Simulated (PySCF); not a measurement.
Au2, SMILES [Au][Au], multiplicity 1.

Geometry: PBE-D3(BJ)/def2-TZVPD. The multiplicity is an assumed one; other spin states were not compared. The def2 effective core potentials stand for the cores of Au; spin–orbit coupling is left out.

Two levels are set side by side: TDDFT-PBE/def2-TZVPD (PySCF) and TDDFT-LC-ωPBE/def2-TZVPD (PySCF). Vertical, same geometry. The lowest singlet is HOMO→LUMO 100 % with PBE and HOMO−1→LUMO 92 % with the other functional; states are paired by order. Differences are taken from unrounded values.

```csv
quantity,TDDFT-LC-ωPBE
lowest singlet excitation (eV),3.03
lowest triplet excitation (TDA) (eV),2.02
first bright state (f over 0.05) (eV),3.05
its oscillator strength,0.18
```

Question: What does TDDFT-PBE give, and how far is it from TDDFT-LC-ωPBE? (An estimate is asked for; the answer gives what the named calculation found.)

Answer: 
```csv
quantity,TDDFT-PBE,TDDFT-PBE minus TDDFT-LC-ωPBE
lowest singlet excitation (eV),2.36,-0.67
lowest triplet excitation (TDA) (eV),1.78,-0.24
first bright state (f over 0.05) (eV),2.76,-0.29
its oscillator strength,0.13,-0.05
```

A lower first singlet is the usual sign of a functional without exact exchange. Differences between two approximate levels are no errors against the true value.

Rough cost on one machine, each run with all the roots and properties that it gave: TDDFT-LC-ωPBE against TDDFT-PBE about 4 times.
